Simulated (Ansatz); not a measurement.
Born–Oppenheimer molecular dynamics of Cl$_{3}$H$_{5}$NPZr (11 atoms, charge 0, multiplicity 1). It starts at the highest image of a converged band. Of that band: Beside the main top the profile has a ripple of under 15 meV (maxima at images 2, 6), which may be a very shallow well or noise. A vibrational analysis at the climbing image gives one clearly imaginary mode, 1347i cm⁻¹: a first-order saddle point.

Computed with RKS B3LYP-D4/def2-SVP (Ansatz 0.2.0).

| Quantity | Value |
| --- | --- |
| ensemble | NVE (velocity Verlet) |
| time step | 0.5 fs |
| steps asked | 200 |
| starting velocities drawn for | 100 K |
| seed | 6561 |

First frame:

```xyz
11
Properties=species:S:1:pos:R:3
Zr 0.205 -0.256 0.111
N 0.174 -0.107 2.258
H -0.559 -0.486 2.860
H 0.554 0.737 2.694
Cl 2.268 0.488 -0.733
Cl -1.119 1.679 -0.221
Cl -1.090 -1.796 -1.113
P 1.666 -2.635 1.361
H 0.486 -3.358 1.013
H 2.077 -2.410 0.013
H 0.980 -1.164 2.017
```

(1) What does the run give?

(2) What happens to the structure?

(3) How do temperature and energy run in time?

## Answers

(1) The run went to its last step.

- steps done: 200
- time covered: 100 fs
- mean temperature over the second half: 588 K
- spread of the potential energy over the second half: 8.8 meV per atom
- mean potential energy of the second half above the start: -51.6 meV per atom

The conserved energy stayed within 0.27 meV per atom of its start (net change -0.14 meV per atom), so the integration is sound. The kinetic energy rose, since the run started high on the potential surface and went downhill. A run of 0.1 ps of so small a system gives no equilibrium averages. The orbitals stay closed-shell, which can raise the energy where a bond breaks towards radicals; this wasn't checked here.

(2) Between its relaxed ends the band would form Zr1–P8, N2–H11 and break P8–H11. These pairs go: Zr1–P8 3.06 → 2.51 Å, N2–H11 1.35 → 0.99 Å, P8–H11 1.75 → 3.53 Å. In the last frame they stand as after the step (other bonds may differ from the relaxed reactants and products). Also parted: Zr1–H11 2.25 → 3.03 Å. It ends as one piece, Cl3H5NPZr. Pairs count as bonded within 1.25 times the sum of covalent radii (0.12 Å more for H–H). Another seed would give other details.

(3) 
| time (fs) | T (K) | potential energy less start (eV) | conserved less start (meV/atom) |
| --- | --- | --- | --- |
| 0 | 100 | 0.000 | 0.00 |
| 3 | 60 | 0.046 | 0.05 |
| 6 | 62 | 0.045 | 0.03 |
| 9 | 61 | 0.045 | 0.02 |
| 12 | 57 | 0.051 | 0.04 |
| 15 | 70 | 0.035 | 0.03 |
| 18 | 106 | -0.006 | 0.06 |
| 21 | 247 | -0.172 | -0.08 |
| 24 | 258 | -0.183 | 0.05 |
| 27 | 319 | -0.255 | -0.01 |
| 30 | 372 | -0.316 | 0.05 |
| 33 | 484 | -0.447 | -0.01 |
| 36 | 626 | -0.615 | -0.24 |
| 39 | 461 | -0.419 | 0.12 |
| 42 | 585 | -0.567 | -0.25 |
| 45 | 532 | -0.505 | -0.20 |
| 48 | 418 | -0.368 | 0.11 |
| 51 | 559 | -0.536 | -0.23 |
| 54 | 481 | -0.443 | 0.01 |
| 57 | 481 | -0.443 | 0.03 |
| 60 | 529 | -0.499 | -0.05 |
| 63 | 541 | -0.511 | 0.16 |
| 66 | 597 | -0.579 | -0.06 |
| 69 | 540 | -0.511 | 0.02 |
| 72 | 540 | -0.511 | 0.08 |
| 75 | 683 | -0.680 | -0.18 |
| 78 | 601 | -0.582 | 0.06 |
| 81 | 673 | -0.668 | -0.11 |
| 84 | 763 | -0.773 | -0.21 |
| 87 | 649 | -0.639 | 0.05 |
| 90 | 718 | -0.721 | -0.21 |
| 93 | 626 | -0.613 | -0.09 |
| 96 | 513 | -0.480 | 0.02 |
| 99 | 506 | -0.473 | -0.11 |

Run time: 9.4 min on 4 threads of Intel(R) Xeon(R) Platinum 8488C (Sapphire Rapids), with other jobs on the host, peak memory 0.5 GiB.
